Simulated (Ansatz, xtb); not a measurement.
AlH8NO3Si: 7 structures ranked

7 gas-phase structures of AlH8NO3Si, from a drawn sample of its isomers (lower ones may exist). Each was relaxed with GFN2-xTB; where two conformers were screened, the lower at r2SCAN-D4/def2-SVP is listed:

A. `[OH][AlH2-][NH2+][SiH](O)O`, a singlet
B. a singlet given by its coordinates
C. `O[SiH2][NH2+][AlH-]([OH])[OH]`, a singlet
D. `[NH3+][Al-]([OH])([OH])[O][SiH3]`, a singlet
E. `[NH3+][Al@H-]([OH])[O][SiH2]O`, a singlet
F. a singlet given by its coordinates
G. `[OH][Al-]([OH])([OH])[NH2+][SiH3]`, a singlet

B (Å):

```xyz
14

Al   -0.7425   -0.8885   -1.0955
N     0.6762    0.5852    1.6943
O    -1.4325    0.3936    0.0277
O     0.8961   -0.8481   -0.4608
O    -0.9414   -0.5070   -2.6954
Si   -1.0920    1.1652    1.3288
H     0.7655   -0.0106    2.5092
H     0.8511   -0.0321    0.8106
H     1.3835    1.3100    1.7310
H    -0.8931    2.6040    1.1962
H    -1.7910    0.7407    2.5348
H    -1.3949   -2.1860   -0.6345
H     1.7378   -1.1980   -0.7269
H    -1.2020   -0.2382   -3.5615
```

Close contacts (Å): Al1–O3 1.84, Al1–O4 1.76, Al1–O5 1.66, N2–Si6 1.90, O3–Si6 1.55, Al1–H12 1.52, N2–H7 1.01, N2–H8 1.09, N2–H9 1.01, O4–H13 0.95, O5–H14 0.94, Si6–H10 1.46, Si6–H11 1.46.

F (Å):

```xyz
14

Al    1.9274    0.4224   -0.2154
N    -0.8026   -1.0672   -1.3630
O    -2.3502    0.9202   -0.4244
O     0.2298    0.6171    0.4487
O     2.0759    1.4407   -1.5187
Si   -1.1588   -0.0120    0.1558
H     0.2482   -1.1572   -1.2801
H    -1.0034   -0.5605   -2.2196
H    -1.2322   -1.9847   -1.4045
H    -1.7083   -0.9697    1.0931
H    -2.3241    1.8645   -0.2983
H     2.8436    0.5952    1.0021
H     1.7610   -1.0974   -0.8166
H     2.2443    2.0712   -2.2024
```

Close contacts (Å): Al1–O4 1.83, Al1–O5 1.66, N2–Si6 1.88, O3–Si6 1.62, O4–Si6 1.55, Al1–H12 1.53, Al1–H13 1.64, N2–H7 1.06, N2–H8 1.02, N2–H9 1.01, O3–H11 0.95, O5–H14 0.95, Si6–H10 1.45.

Question: Which do you expect lowest at r2SCAN-D4/def2-SVP, and how would the others follow?

Answer: Calculated order at r2SCAN-D4/def2-SVP: D (0.0), E (31.7), B (90.3), G (91.3), C (109.2), F (143.2), A (144.0) kJ/mol. Less than 1 kcal/mol parts B and G; F and A, so the order within those pairs means little.

Energies above the lowest of each column, in kJ/mol; the last columns are at PBE0-D4/def2-SVP geometries and were run for some of them only (a dash: not run or not comparable):

| structure | GFN2-xTB | HF/STO-3G | r2SCAN-D4/def2-SVP | PBE0-D4/def2-SVP | CCSD(T)/def2-SVP + ΔMP2/def2-TZVPP |
| --- | --- | --- | --- | --- | --- |
| D | 23.8 | 0.0 | 0.0 | 0.0 | 0.0 |
| E | 0.0 | 30.9 | 31.7 | 12.1 | 15.9 |
| B | 50.6 | 83.9 | 90.3 | – | – |
| G | 117.4 | 6.6 | 91.3 | 72.8 | 85.1 |
| C | 53.1 | 59.6 | 109.2 | – | – |
| F | 71.2 | 237.2 | 143.2 | – | – |
| A | 83.0 | 99.6 | 144.0 | – | – |

CCSD(T)/def2-SVP + ΔMP2/def2-TZVPP puts D lowest of those it was run on; GFN2-xTB picks E. Flexible structures stand in one conformer each, not always the lowest. Frequencies (GFN2-xTB) were run for D, E, G alone. ΔMP2 is the change of the MP2 energy from the smaller to the larger basis.

Over these structures GFN2-xTB departs from r2SCAN-D4/def2-SVP by 31.5 kJ/mol on average once a common shift is removed. A GFN2-xTB relaxation took about 0.34 s and the r2SCAN-D4/def2-SVP energy about 3.3 s on a shared host (Ansatz 0.2.0, xtb 6.7.1).
